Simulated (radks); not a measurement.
Values are calculated unless marked as measured or tabulated.
Spherical jellium clusters: N electrons in a uniform positive sphere of charge N and radius rs N^(1/3), rs = 2.49 bohr. Level of theory: non-relativistic Kohn-Sham, PBEsol, spin-polarised, spherical densities (a radial shooting solver with Libxc functionals). Levels are named by radial order and angular momentum (1s, 1p, 1d, 2s, ...), and open shells are averaged over m.

N = 34, configuration 1s2 1p6 1d10 2s2 1f14. This is the lowest configuration that the search found. Occupied and some empty levels:

| level | occupation | eigenvalue (eV) | <r> (bohr) |
|---|---|---|---|
| 1s | 2 | -9.9339 | 4.378 |
| 1p | 6 | -8.1093 | 5.551 |
| 1d | 10 | -6.0921 | 6.344 |
| 2s | 2 | -5.7477 | 5.476 |
| 1f | 14 | -3.8730 | 7.006 |
| 2p | 0 | -3.2271 | 6.456 |
| 1g | 0 | -1.5076 | 7.722 |
| 2d | 0 | -0.97174 | 8.547 |

Energy (eV): total -39.8723, kinetic 141.63, external -4575.3, Hartree 2240.6, exchange-correlation -186.58, background 2339.7.

Electron density:

| r (bohr) | n(r) (e/bohr^3) |
|---|---|
| 0.594 | 0.01874 |
| 1.59 | 0.01585 |
| 2.58 | 0.01322 |
| 3.57 | 0.01337 |
| 4.56 | 0.01575 |
| 5.55 | 0.01716 |
| 6.55 | 0.01462 |
| 7.54 | 0.008814 |
| 8.53 | 0.003687 |
| 9.52 | 0.001214 |
| 10.5 | 0.0003544 |
| 11.5 | 0.0001007 |
| 12.5 | 0.00002845 |
